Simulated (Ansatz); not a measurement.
Reading a saddle point

A first-order saddle point of BSiH5Cl2O, closed shell, PBE0-D4/def2-TZVP, with one imaginary mode of 246i cm⁻¹:

```tsv
atom	x (Å)	y (Å)	z (Å)
B1	-1.0044	0.0202	-0.5946
O2	-0.1340	-1.1225	-0.2734
Cl3	-0.7401	0.6557	-2.2661
Cl4	-2.7037	-0.1538	-0.0572
Si5	0.9043	0.2280	0.7908
H6	-0.4938	0.9393	0.2211
H7	2.0974	-0.1629	0.0033
H8	1.2115	1.6310	1.2146
H9	0.5957	-0.5235	2.0204
H10	0.2673	-1.5116	-1.0589
```

Ansatz 0.2.0; basis: def2-TZVPP and def2-QZVPP; cores frozen in the correlated methods. Extrapolation: Hartree–Fock as exp(−7.88 √X), correlation as X^−2.97.

Q: Which contacts change along the imaginary mode, and what lies on either side? (A judgement: the text doesn't fix the answer.)

A: The calculation gives: The step is BHCl₂O ([OH][B]([Cl])[Cl]) + SiH₄ → BHCl₂ ([Cl][BH][Cl]) + SiH₄O ([OH][SiH3]) (still joined by a long B–O bond), with the molecules in contact on both sides. Shortening one way: B1–H6, O2–Si5; lengthening the same way: B1–O2, Si5–H6.
| pair | one side (Å) | saddle (Å) | other side (Å) |
| --- | --- | --- | --- |
| B1–H6 | 3.02 | 1.33 | 1.20 |
| O2–Si5 | 3.47 | 2.01 | 1.72 |
| B1–O2 | 1.34 | 1.47 | 1.61 |
| Si5–H6 | 1.48 | 1.67 | 2.68 |

Q: Which side is lower, and how far does the saddle lie above each? (To be estimated.)

A: By the calculation: The side with B1–O2, Si5–H6 short is lower by 11.6 kJ/mol; the saddle lies 98.2 kJ/mol above it and 86.6 kJ/mol above the other (CCSD(T) at an estimated basis limit (MP2 extrapolated from triple and quadruple zeta, plus CCSD(T) − MP2 in triple zeta); electronic energies).

T1 diagnostic: at most 0.012.

Ligand swaps between two centres remove the fluorinated layer in thermal atomic layer etching, and scramble precursors in the gas phase.

Labels in which every atom is bracketed show which atoms are joined, not bond orders.

For scale, one of the runs: CCSD(T)/def2-TZVPP, 258 basis functions, launched by `ansatz run in.yaml --threads 8 --pin off --events-out ev --progress --plain --max-ram 19148MiB`. The run took 20 s on 8 CPU threads of an Intel Xeon 6975P-C (shared host), with 6.3 GiB of host memory at its peak.
